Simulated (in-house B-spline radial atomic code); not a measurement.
## Ionising Co VII (Co6+) with different functionals

Computed with a B-spline radial code for spherical atoms: non-relativistic Hamiltonian, point nucleus, spin-polarised at highest spin, spherical fractional occupations for the functionals, the average over the highest-spin determinants for Hartree-Fock. The ionisation energy is the difference of two self-consistent energies, [Ar] 3d3 → [Ar] 3d2, without Breit or QED terms; ε is the level of the shell that loses the electron (its least bound occupied spin orbital).

Hybrids are left out here: with spherical fractional occupations of an open shell their exact exchange keeps a self-interaction that integer-occupation calculations don't have.

| method | rung | ΔSCF (eV) | -ε(3d) (eV) |
| --- | --- | --- | --- |
| Hartree-Fock | Hartree-Fock | 128.82 | 130.63 |
| LDA VWN5 | LDA | 130.25 | 116.98 |
| LDA PW92 | LDA | 130.23 | 116.97 |
| LDA exchange-only | LDA | 128.42 | 115.21 |
| PBE | GGA | 130.01 | 116.76 |
| PBEsol | GGA | 129.97 | 116.72 |
| BLYP | GGA | 129.93 | 116.66 |
| RPBE | GGA | 129.95 | 116.70 |
| PW91 | GGA | 130.16 | 116.90 |
| BP86 | GGA | 130.03 | 116.77 |
| AM05 | GGA | 130.01 | 116.75 |
| OLYP | GGA | 130.71 | 117.44 |
| TPSS | meta-GGA | 129.86 | 116.64 |
| SCAN | meta-GGA | 130.19 | 117.11 |
| r2SCAN | meta-GGA | 130.24 | 117.15 |
| M06-L | meta-GGA | 130.12 | 117.03 |
| revTPSS | meta-GGA | 129.75 | 116.54 |

(1) How do they compare with the NIST value?

Answers

(1) NIST lists 128.9 eV ± 0.5 (semi-empirical, ground level to ground level). Errors run from -0.48 to +1.81 eV; Hartree-Fock is closest (-0.08 eV), though others lie within the uncertainty of it, and part of that can be cancellation, since the calculations leave out relativity, Breit-QED terms, multiplet and fine-structure energies. Hartree-Fock also lacks correlation.
